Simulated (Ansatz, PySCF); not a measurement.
Pair of molecules: SiH4 (SMILES [SiH4]) (first 5 atoms) with CH2F2 (SMILES FCF); geometry from B3LYP-D3(BJ)/def2-TZVP, rigid monomers moved along the line of their centres of mass till Si1···F6 is 2.99 Å.
(charge 0, multiplicity 1):
```xyz
10

Si    -0.088     0.056     0.074
H      0.204    -1.174     0.846
H     -1.313     0.695     0.601
H     -0.295    -0.314    -1.346
H      1.057     0.986     0.175
F      0.449     0.631     2.962
C      0.021    -0.489     3.613
F     -1.335    -0.548     3.521
H      0.299    -0.405     4.665
H      0.446    -1.363     3.118
```

Counterpoise-corrected where a basis set is named; no monomer relaxation. Rows marked so take none.

Rows in 6-311+G**, 6-31G* carry no dispersion term and start afresh at each structure (6-31G* with six Cartesian d functions).

The values were computed with Ansatz (Gaussian basis) for Hartree–Fock, density functionals and correlated methods; PySCF for 6-311+G** rows, 6-31G* rows, the dispersion terms. Each number belongs to the level named beside it.

### Question
Predict the interaction energy from B3LYP/6-311+G** (no counterpoise).

### Answer
53 meV

### Question
Give the interaction energy at the level PBE0-D3(BJ)/def2-TZVPPD.

### Answer
-27 meV

### Question
What is the computed interaction energy (BP86/6-31G* (no counterpoise))?

### Answer
-19 meV

Ansatz is a quantum-chemistry and plane-wave program.
